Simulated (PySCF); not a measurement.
**Electron correlation in Os²⁺ (osmium, charge +2)**

[Xe] 4f14 5d5 6s1, high-spin 7S determinant (an excited configuration). Computed with PySCF 2.14 in x2c-TZVPPall, with scalar relativity by spin-free X2C-1e. Frozen: [Xe] 4f14; 6 electrons correlated.

| level | correlation energy (mhartree) |
| --- | --- |
| CCSD | -74.81 |
| (T) | -1.10 |
| CCSD(T) | -75.91 |

Diagnostics: T1 = 0.0027, D1 = 0.0078, largest double amplitude 0.020.

Is a single reference adequate?

Yes, within this model without spin-orbit coupling: T1 lies below 0.03 and no double amplitude reaches 0.07.
